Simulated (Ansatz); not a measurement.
`C[C](C)(C)[InH2]` at its PBE0-D4/def2-TZVP geometry, where that method's forces vanish. The species carries charge 0 and has multiplicity 1. In: def2 effective core potential.

```xyz
16

C     1.0528   -0.7164   -0.9040
C    -0.0057   -0.0220   -0.0602
C    -1.0621   -1.0322    0.3734
C    -0.6687    1.0860   -0.8680
In    0.8776    0.8381    1.7550
H     1.5510   -1.5238   -0.3601
H     0.5941   -1.1603   -1.8003
H     1.8276   -0.0247   -1.2473
H    -1.8503   -0.5753    0.9797
H    -0.6360   -1.8639    0.9440
H    -1.5497   -1.4708   -0.5104
H    -1.4385    1.6117   -0.2957
H    -1.1570    0.6640   -1.7595
H     0.0510    1.8303   -1.2233
H     2.5028    0.4696    2.2355
H    -0.0890    1.8899    2.7412
```

Problem. What forces (eV/Å) does B3LYP-D4/def2-TZVPP give on these atoms in the Gaussian-basis code of Ansatz? (Best estimate.)

Solution. The calculation gave: 
```
C1   0.177 -0.107 -0.125
C2  -0.028 -0.027 -0.062
C3  -0.171 -0.161  0.076
C4  -0.106  0.184 -0.123
In5  0.083  0.073  0.150
H6  -0.021  0.041 -0.038
H7   0.034  0.015  0.038
H8  -0.035 -0.043  0.013
H9   0.039 -0.037 -0.031
H10 -0.031  0.041 -0.026
H11  0.014  0.012  0.048
H12  0.042 -0.021 -0.043
H13  0.017  0.032  0.037
H14 -0.044 -0.032  0.017
H15  0.065 -0.013  0.024
H16 -0.036  0.043  0.043
```

B3LYP here is the variant with VWN-RPA as its local correlation; programs differ in this.
